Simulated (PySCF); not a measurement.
tin monoxide (OSn), SMILES [O]=[Sn] (connectivity only; charge and spin as stated), neutral, multiplicity 1.

Geometry: PBE-D3(BJ)/def2-TZVP. The def2 effective core potentials stand for the cores of Sn; spin–orbit coupling is left out.

Two levels are set side by side: TDDFT-PBE/def2-TZVPD (PySCF) and TDDFT-PBE0/def2-TZVPD (PySCF). Vertical, same geometry. The lowest singlet is HOMO−1→LUMO 50 %, HOMO−2→LUMO+1 50 % with PBE and HOMO−2→LUMO+1 50 %, HOMO−1→LUMO 50 % with the other functional; states are paired by order. Differences are taken from unrounded values.

```json
[
 {"quantity": "lowest singlet excitation (eV)", "TDDFT-PBE0": "3.53"},
 {"quantity": "lowest triplet excitation (TDA) (eV)", "TDDFT-PBE0": "2.75"},
 {"quantity": "first bright state (f over 0.05) (eV)", "TDDFT-PBE0": "7.14"},
 {"quantity": "its oscillator strength", "TDDFT-PBE0": "0.07"}
]
```

### Question
What does TDDFT-PBE give, and how far is it from TDDFT-PBE0? (An estimate is asked for; the answer gives what the named calculation found.)

### Answer

| quantity | TDDFT-PBE | TDDFT-PBE minus TDDFT-PBE0 |
|---|---|---|
| lowest singlet excitation (eV) | 3.55 | 0.02 |
| lowest triplet excitation (TDA) (eV) | 2.77 | 0.02 |
| first bright state (f over 0.05) (eV) | 6.69 | -0.45 |
| its oscillator strength | 0.06 | -0.01 |

Rough cost on one machine, each run with all the roots and properties that it gave: TDDFT-PBE0 against TDDFT-PBE about 3 times.
